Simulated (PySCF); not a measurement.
C3H5NOSi, SMILES N#CC[SiH2]C=O.

Geometry optimised at B3LYP-D3(BJ)/def2-SVP. The structure was generated by enumeration, and PubChem lists no compound with its InChIKey, so it may never have been made. The values are those of a single conformer.

All values below come from PBE/def2-TZVP (PySCF).

Symmetry labels are those of the subgroup Cs that the program uses (full group Cs).

Computed valence orbital energies around the gap with their symmetry:
| orbital | symmetry | energy (eV) |
|---|---|---|
| HOMO−7 | A' | -10.69 |
| HOMO−6 | A" | -10.60 |
| HOMO−5 | A' | -9.80 |
| HOMO−4 | A" | -9.08 |
| HOMO−3 | A' | -8.51 |
| HOMO−2 | A" | -8.11 |
| HOMO−1 | A' | -7.77 |
| HOMO | A' | -6.15 |
| LUMO | A" | -3.31 |
| LUMO+1 | A' | -1.01 |
| LUMO+2 | A' | -0.69 |
| LUMO+3 | A" | -0.44 |
